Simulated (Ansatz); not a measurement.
Geometry optimisation, UKS PBE-D4/def2-SVP in Ansatz.

input.yaml

```yaml
crystal:
  periodic: [false, false, false]
  atoms:
    - { symbol: W, position_ang: [0.05274, 0.052751, -0.126281] }
    - { symbol: H, position_ang: [-0.299097, -0.299167, 1.52238] }
    - { symbol: F, position_ang: [1.894586, 0.179662, 0.126585] }
    - { symbol: F, position_ang: [0.179646, 1.894598, 0.126572] }
    - { symbol: F, position_ang: [-1.797151, 0.325061, -0.006665] }
    - { symbol: F, position_ang: [0.325025, -1.797137, -0.006579] }
    - { symbol: F, position_ang: [-0.350607, -0.350597, -1.917266] }
    - { symbol: H, position_ang: [-0.005144, -0.00517, 3.331253] }
magnetization:
  spin_polarized: true
  initial_magnetization: 1
basis:
  gaussian: { orbitals: def2-SVP }
hamiltonian:
  xc: pbe
  dispersion: d4
relax:
  f_tol: 0.03
  max_steps: 50
```

Run as:

```bash
$ ansatz run input.yaml --threads 4 --pin off --max-ram 5120MiB --backend cpu --events-out ev --progress --plain --runs-dir out
```

Where does it end, and by what steps?

The forces met the threshold. The force dipped under the threshold on the way, but the program's further checks kept it going. After 39 steps the energy has fallen by 2.091 eV; H8 moved furthest, 1.33 Å. Joined: W1–H8, H2–H8.

```tsv
step	energy less start (eV)	largest force component (eV/Å)	accepted
0	0.0000	0.248	yes
2	-0.0675	0.619	yes
4	-0.7258	2.822	yes
6	-1.7369	2.933	yes
8	-1.7981	1.428	no
10	-1.9344	0.369	yes
12	-1.8453	1.364	no
14	-1.9514	0.057	yes
16	-1.9532	0.025	yes
18	-1.9518	0.141	no
20	-1.9569	0.062	no
22	-1.9591	0.024	yes
24	-1.9598	0.034	yes
26	-1.9626	0.048	yes
28	-1.9745	0.135	yes
30	-2.0173	0.289	yes
32	-2.0574	0.229	yes
34	-2.0880	0.107	yes
36	-2.0837	0.093	no
38	-2.0906	0.058	yes
39	-2.0909	0.003	yes
```

```xyz
8
Properties=species:S:1:pos:R:3
W 0.007 0.010 -0.006
H -0.431 -0.050 2.043
F 1.918 0.042 0.007
F -0.030 1.800 0.485
F -1.902 -0.019 -0.062
F 0.029 -1.803 0.392
F 0.041 0.058 -1.867
H 0.369 -0.038 2.058
```

The run took 98 s on 4 threads of Arm Neoverse V1 (shared host), peak memory 0.27 GiB.
